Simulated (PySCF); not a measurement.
PySCF job for Si(H)(Cl)(Br)(vinyl) (C₂H₄BrClSi), SMILES C=C[SiH](Cl)Br, PBE0-D3(BJ)/def2-SVP. Coordinates come from a PBE0-D3(BJ)/def2-SVP optimisation. Other conformers were not sampled.

```python
import numpy as np
from pyscf import gto, scf, dft, df
from pyscf.hessian import thermo

mol = gto.M(
    atom='''
    Si   -0.09614718   -0.18941470   -0.82648864
    Cl    0.83425171    1.50805772   -1.54558266
    Br    0.65546026   -0.64433750    1.21356687
    C    -1.92614982    0.09827858   -0.77867804
    C    -2.68412839   -0.00040254    0.31794722
    H     0.30328900   -1.31011895   -1.71394621
    H    -2.39989614    0.37273956   -1.73106525
    H    -2.25524647   -0.26421493    1.29088580
    H    -3.76380496    0.18097509    0.28941611
    ''',
    basis='def2-SVP',
    charge=0,
    spin=0,
    max_memory=1600,
    verbose=3,
)
mf = dft.RKS(mol, xc='pbe0').density_fit(auxbasis='def2-universal-jkfit')
mf.disp = 'd3bj'
mf.grids.level = 3
mf.conv_tol = 1e-11
mf.max_cycle = 100
mf.kernel()

# [left out here: the lines that compute and print the analytic Hessian (its translational invariance restored by hand, since the grid's response is missing), thermochemistry and intensities]
```

Log of the run:

```
converged SCF energy = -3401.28296219943

WARN: DFTD3 does not support analytical Hessian, using finite difference


WARN: Mole.unit (angstrom) is changed to Bohr

Mode                                 0                   1                   2
Irrep
Freq [cm^-1]                       77.7570            135.5630            143.8387
Reduced mass [au]                   2.7715              4.5782             13.7382
Force const [Dyne/A]                0.0099              0.0496              0.1675
Char temp [K]                     111.8751            195.0449            206.9519
Normal mode                   x     y     z       x     y     z       x     y     z
       0  Si                 0.02 -0.03 -0.01    0.03  0.01 -0.04   -0.05 -0.02 -0.02
       1  Cl                -0.05  0.02  0.03    0.03  0.02 -0.02    0.06 -0.04  0.10
       2  Br                 0.01 -0.01  0.00   -0.05  0.01 -0.01    0.01  0.04 -0.04
       3   C                 0.01 -0.10 -0.05    0.02 -0.06  0.04   -0.06 -0.05 -0.00
       4   C                 0.03  0.16 -0.01    0.13 -0.04  0.12   -0.03 -0.01  0.02
       5   H                 0.08 -0.01 -0.01    0.06  0.02 -0.04   -0.08 -0.02 -0.04
       6   H                -0.01 -0.33 -0.11   -0.08 -0.14  0.07   -0.09 -0.13 -0.01
       7   H                 0.05  0.39  0.04    0.24  0.03  0.09    0.00  0.06  0.03
       8   H                 0.03  0.15 -0.03    0.12 -0.09  0.21   -0.04 -0.06  0.04
Mode                                 3                   4                   5
Irrep
Freq [cm^-1]                      211.3726            355.3480            422.7679
Reduced mass [au]                   3.0767              3.9851              7.4342
Force const [Dyne/A]                0.0810              0.2965              0.7829
Char temp [K]                     304.1181            511.2667            608.2689
Normal mode                   x     y     z       x     y     z       x     y     z
       0  Si                 0.02 -0.08 -0.03    0.08 -0.03  0.02   -0.02 -0.05 -0.12
       1  Cl                -0.06 -0.02  0.05    0.01  0.01 -0.00    0.03  0.05 -0.01
       2  Br                -0.01  0.02 -0.01   -0.02  0.01 -0.03    0.01 -0.00  0.04
       3   C                 0.06  0.08 -0.01    0.06 -0.04  0.14   -0.06 -0.03  0.03
       4   C                 0.08  0.01 -0.01   -0.11  0.02  0.03   -0.07  0.01  0.03
       5   H                 0.05 -0.08 -0.02    0.04  0.00 -0.04    0.00 -0.00 -0.17
       6   H                 0.09  0.37  0.06    0.14 -0.01  0.11   -0.07  0.10  0.07
       7   H                 0.06 -0.25 -0.07   -0.32 -0.00  0.11   -0.11 -0.10  0.02
       8   H                 0.11  0.22  0.07   -0.10  0.10 -0.19   -0.04  0.17  0.03
Mode                                 6                   7                   8
Irrep
Freq [cm^-1]                      520.2335            581.8944            690.6980
Reduced mass [au]                   1.9072              5.5232              2.5875
Force const [Dyne/A]                0.3041              1.1019              0.7273
Char temp [K]                     748.5002            837.2165            993.7606
Normal mode                   x     y     z       x     y     z       x     y     z
       0  Si                 0.02  0.01 -0.07    0.03  0.12 -0.06    0.09 -0.01 -0.00
       1  Cl                -0.03 -0.03  0.02   -0.03 -0.08  0.03   -0.01 -0.01  0.01
       2  Br                 0.00 -0.00  0.01    0.00 -0.00  0.01   -0.00 -0.00 -0.01
       3   C                 0.06  0.12  0.05    0.00 -0.07  0.01   -0.14  0.07 -0.04
       4   C                -0.00 -0.02 -0.01   -0.01  0.01  0.01   -0.07  0.00  0.03
       5   H                -0.23 -0.03 -0.14    0.15  0.18 -0.09    0.37 -0.09  0.23
       6   H                -0.00 -0.27 -0.03    0.01  0.11  0.05   -0.25 -0.01 -0.01
       7   H                -0.01  0.30  0.08   -0.07 -0.12 -0.00    0.09  0.07 -0.02
       8   H                -0.08 -0.46 -0.16    0.03  0.22 -0.00   -0.10 -0.15  0.20
Mode                                 9                  10                  11
Irrep
Freq [cm^-1]                      790.1367            822.0765           1002.6234
Reduced mass [au]                   1.2479              1.1644              1.1896
Force const [Dyne/A]                0.4590              0.4636              0.7046
Char temp [K]                    1136.8308           1182.7851           1442.5518
Normal mode                   x     y     z       x     y     z       x     y     z
       0  Si                 0.05 -0.02  0.04   -0.05 -0.03  0.01    0.01 -0.01  0.02
       1  Cl                -0.00 -0.01 -0.01    0.01 -0.01 -0.01   -0.00 -0.00 -0.00
       2  Br                -0.00  0.00  0.00    0.00  0.00 -0.00    0.00  0.00  0.00
       3   C                -0.06  0.00 -0.03    0.03  0.04  0.02   -0.04  0.02 -0.05
       4   C                -0.02  0.00 -0.00    0.01 -0.00  0.00    0.09 -0.01  0.03
       5   H                -0.38  0.37 -0.66    0.71  0.49 -0.29   -0.08  0.04 -0.09
       6   H                -0.00  0.02 -0.06    0.03 -0.05 -0.01   -0.54  0.01  0.20
       7   H                 0.12 -0.04 -0.08   -0.02  0.07  0.03   -0.40 -0.06  0.22
       8   H                -0.02  0.01  0.20   -0.01 -0.11 -0.08    0.11  0.05 -0.50
Mode                                12                  13                  14
Irrep
Freq [cm^-1]                     1009.7344           1026.4733           1268.4892
Reduced mass [au]                   1.3436              1.0810              1.3448
Force const [Dyne/A]                0.8071              0.6711              1.2749
Char temp [K]                    1452.7829           1476.8665           1825.0735
Normal mode                   x     y     z       x     y     z       x     y     z
       0  Si                -0.00  0.00 -0.00   -0.00  0.00 -0.00    0.01  0.00 -0.00
       1  Cl                 0.00  0.00  0.00    0.00  0.00 -0.00   -0.00 -0.00  0.00
       2  Br                -0.00  0.00  0.00    0.00 -0.00  0.00   -0.00  0.00 -0.00
       3   C                -0.00 -0.04 -0.00    0.01  0.07  0.02   -0.08  0.03 -0.06
       4   C                 0.02  0.14  0.03   -0.01 -0.01 -0.00    0.04 -0.03  0.10
       5   H                 0.01 -0.00  0.01    0.01 -0.01  0.02   -0.01 -0.02  0.00
       6   H                 0.05  0.01 -0.02   -0.09 -0.72 -0.16    0.61 -0.02 -0.42
       7   H                -0.06 -0.58 -0.14   -0.05 -0.46 -0.10   -0.28 -0.00  0.25
       8   H                -0.10 -0.58 -0.07    0.05  0.36  0.10    0.05  0.03 -0.18
Mode                                15                  16                  17
Irrep
Freq [cm^-1]                     1414.9182           1689.7131           2277.3042
Reduced mass [au]                   1.1645              4.9901              1.0424
Force const [Dyne/A]                1.3736              8.3943              3.1850
Char temp [K]                    2035.7522           2431.1209           3276.5337
Normal mode                   x     y     z       x     y     z       x     y     z
       0  Si                -0.01  0.00 -0.00   -0.01  0.00  0.00   -0.01  0.03  0.02
       1  Cl                -0.00  0.00 -0.00   -0.00 -0.00 -0.00    0.00  0.00 -0.00
       2  Br                 0.00 -0.00  0.00    0.00 -0.00 -0.00   -0.00 -0.00  0.00
       3   C                 0.08  0.00 -0.07    0.13  0.01 -0.14    0.00  0.00  0.00
       4   C                -0.00  0.00 -0.01   -0.11 -0.01  0.15   -0.00  0.00 -0.00
       5   H                -0.00  0.01  0.00   -0.02  0.01 -0.01    0.27 -0.74 -0.58
       6   H                -0.09  0.01  0.01   -0.12  0.03 -0.04   -0.00  0.00  0.01
       7   H                -0.57  0.04  0.27    0.24 -0.04  0.01    0.00  0.00 -0.00
       8   H                -0.06 -0.12  0.65   -0.11  0.06 -0.18   -0.00 -0.00  0.00
Mode                                18                  19                  20
Irrep
Freq [cm^-1]                     3146.3895           3162.1396           3249.2766
Reduced mass [au]                   1.0601              1.0920              1.1178
Force const [Dyne/A]                6.1835              6.4334              6.9530
Char temp [K]                    4526.9539           4549.6149           4674.9856
Normal mode                   x     y     z       x     y     z       x     y     z
       0  Si                -0.00 -0.00  0.00    0.00 -0.00 -0.00    0.00  0.00 -0.00
       1  Cl                 0.00  0.00 -0.00   -0.00 -0.00  0.00    0.00 -0.00  0.00
       2  Br                 0.00  0.00 -0.00    0.00 -0.00  0.00   -0.00 -0.00  0.00
       3   C                 0.02 -0.01  0.03   -0.03  0.02 -0.07   -0.00  0.00 -0.01
       4   C                -0.03 -0.00  0.05   -0.01 -0.00  0.03   -0.08  0.02 -0.05
       5   H                 0.00 -0.00 -0.00   -0.00  0.00  0.00   -0.00 -0.00 -0.00
       6   H                -0.18  0.10 -0.36    0.37 -0.21  0.74    0.03 -0.02  0.07
       7   H                -0.24  0.15 -0.53   -0.14  0.08 -0.31    0.25 -0.16  0.58
       8   H                 0.63 -0.11  0.03    0.24 -0.04  0.01    0.66 -0.11  0.02
temperature 298.1500 [K]
pressure 101325.00 [Pa]
Rotational constants [GHz] 2.14115 1.42696 0.92570
Symmetry number 1
Zero-point energy (ZPE) 0.05467 [Eh]   143544.389 [J/mol]
                           tot       elec      trans        rot        vib
Entropy [J/mol/K]       360.668      0.000    172.907    121.840     65.921
Cv [J/mol/K]             93.569      0.000     12.472     12.472     68.626
Cp [J/mol/K]            101.884      0.000     20.786     12.472     68.626
Internal energy [J/mol]                      3718.434   3718.434 154215.630
Internal energy [Eh]   -3401.22139  -3401.28296
Enthalpy [J/mol]                             6197.391   3718.434 154215.630
Enthalpy [Eh]          -3401.22045
Gibbs free energy [J/mol]                  -45354.819 -32608.149 134561.183
Gibbs free energy [Eh] -3401.26141
mode   freq/cm-1   IR/(km/mol)
   1       77.76         0.169
   2      135.56         0.271
   3      143.84         1.885
   4      211.37         2.772
   5      355.35         6.914
   6      422.77        26.240
   7      520.23        31.725
   8      581.89       119.997
   9      690.70        20.829
  10      790.14       160.280
  11      822.08       175.566
  12     1002.62        17.517
  13     1009.73        25.081
  14     1026.47        14.447
  15     1268.49         1.527
  16     1414.92        25.891
  17     1689.71        10.310
  18     2277.30        90.495
  19     3146.39         6.070
  20     3162.14         0.690
  21     3249.28         1.256
max |gradient| / (hartree/bohr): 4.82005205896625e-05
APT charges: [ 1.6475 -0.564  -0.459  -0.4671 -0.0175 -0.2897  0.037   0.0603  0.0525]
```

Self-consistency was reached.
